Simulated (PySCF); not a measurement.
C₄H₃N₂, multiplicity 2. Atoms are numbered in the order given.

```xyz
9

C      0.0000     0.0000     1.3753
C      0.0000     1.2101     0.6967
N      0.0000     1.2040    -0.6561
C      0.0000     0.0000    -1.2462
N      0.0000    -1.2040    -0.6561
C      0.0000    -1.2101     0.6967
H      0.0000     2.1925     1.2010
H      0.0000     0.0000    -2.3522
H      0.0000    -2.1925     1.2010
```
Charge 0, spin multiplicity 2.

Geometry optimised at PBE-D3(BJ)/def2-SVP. The isomer is the one that the SMILES or the coordinates give; other isomers of the formula were not compared.

Computed with PBE/def2-TZVP (PySCF).

ESP charges are fitted to the potential on shells at 1.4 to 2.0 van der Waals radii. Atomic charges (e):

| atom | meta-Löwdin | ESP fit | Löwdin | Mulliken | Mulliken spin |
|---|---|---|---|---|---|
| C1 | -0.08 | -0.51 | -0.02 | -0.01 | 0.86 |
| C2 | 0.01 | 0.55 | -0.21 | -0.05 | -0.03 |
| N3 | -0.22 | -0.72 | 0.14 | -0.16 | 0.10 |
| C4 | 0.09 | 0.76 | -0.28 | 0.02 | -0.03 |
| N5 | -0.22 | -0.72 | 0.14 | -0.16 | 0.10 |
| C6 | 0.01 | 0.55 | -0.21 | -0.05 | -0.03 |
| H7 | 0.14 | 0.05 | 0.15 | 0.14 | 0.01 |
| H8 | 0.14 | 0.00 | 0.14 | 0.14 | 0.01 |
| H9 | 0.14 | 0.05 | 0.15 | 0.14 | 0.01 |

Computed Mayer and Wiberg (Löwdin basis) orders of the bonds:
```tsv
bond	Mayer	Wiberg
C1–C2	1.47	1.70
C2–N3	1.43	1.74
N3–C4	1.49	1.81
C4–N5	1.49	1.81
C1–C6	1.47	1.70
N5–C6	1.43	1.74
C2–H7	0.96	0.85
C4–H8	0.95	0.85
C6–H9	0.96	0.85
```
